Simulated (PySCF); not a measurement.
Se¹⁵⁺: ionisation energy

Se¹⁵⁺ [Ar] 3d1 [3d3/2^1, M_J = 3/2] → Se¹⁶⁺ [Ar], as a difference of total energies. Calculation: PySCF 2.14, in an even-tempered Gaussian basis (17 s from 1.3 bohr⁻², ratio 2.8; 12 p from 1.7 bohr⁻², ratio 2.8; 8 d from 1.7 bohr⁻², ratio 2.8; 4 f from 5.1 bohr⁻², ratio 3); the two-component X2C-1e Hamiltonian. Correlated levels: [Ne] frozen; the 76 highest virtual spinors dropped. "Screened" scales the spin-orbit matrix elements by Boettger's factors to mimic the two-electron term; Breit and QED terms are absent.

```csv
method,ionisation energy (eV)
GHF (spin-free),516.60
GMP2 (spin-free),516.75
GHF (screened spin-orbit),517.42
GMP2 (screened spin-orbit),517.59
```

Breit and QED terms and the two-electron picture change are absent.

The spin-free rows lack the spin-orbit shift.

For comparison: 517 ± 3 eV (theoretical estimate listed by NIST; NIST Atomic Spectra Database, ionization energies).
